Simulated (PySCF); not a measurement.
**An excited-state table with gaps**

C4H6NPSi.
Structure used (GFN2-xTB), in Å, numbered top down from 1:
```xyz
13
C4H6NPSi angstrom
Si     2.397   -0.066   -0.490
C      0.529   -0.047   -0.178
C      0.010    0.474    0.996
N     -1.255    0.561    1.366
C     -2.218    0.120    0.577
C     -2.059   -0.457   -0.668
P     -0.515   -0.704   -1.418
H      2.824   -1.454   -0.677
H      3.062    0.528    0.669
H      2.675    0.708   -1.701
H      0.703    0.870    1.734
H     -3.217    0.243    0.984
H     -2.939   -0.776   -1.212
```

Theory: PySCF, TDDFT B3LYP/def2-SVPD, vertical, gas phase, core orbitals frozen in the response. GFN2-xTB frequencies show an imaginary mode (28i cm⁻¹), so this geometry is no minimum at that level.

Lowest singlets, with some entries withheld (?).

```tsv
state	ν̃ (cm⁻¹)	f	main configurations (H = HOMO, L = LUMO)
S1	29470	0.0069	H→L (99%)
S2	35630	0.0000	H→L+1 (99%)
S3	38220	0.029	H-2→L (61%), H-1→L+1 (19%), H-1→L (17%)
S4	39320	0.0062	H-3→L (96%)
S5	?	0.056	H-1→L (73%), H-2→L (12%)
S6	?	0.0012	H-4→L (97%)
S7	?	0.0003	H-3→L+1 (99%)
S8	?	0.265	H-1→L+1 (53%), H-2→L (20%), H-2→L+1 (13%)
```

Q: What stands in place of each question mark?

A: 
- S5: ν̃ = 41740 cm⁻¹
- S6: ν̃ = 42920 cm⁻¹
- S7: ν̃ = 46150 cm⁻¹
- S8: ν̃ = 48460 cm⁻¹

Q: Where do the lowest triplets lie (Tamm–Dancoff)?

A: T1 3.09 eV, H→L (97%); T2 3.38 eV, H-1→L (85%), H-2→L (8%); T3 3.95 eV, H-2→L (87%), H-1→L (8%). E(S1) − E(T1) = +0.56 eV.

Q: How far apart are S5 and S7, in eV and cm⁻¹?

A: 5.722 − 5.175 = 0.547 eV, or about 4420 cm⁻¹.

Q: What is the mean static polarisability from the same response equations?

A: 102.8 au (15.23 Å³), with principal values 68.0, 107.3 and 133.1 au.

On one thread, Arm Neoverse N1 (aarch64) (shared host), this took 47 s of wall time and 0.80 GiB of memory at its peak.
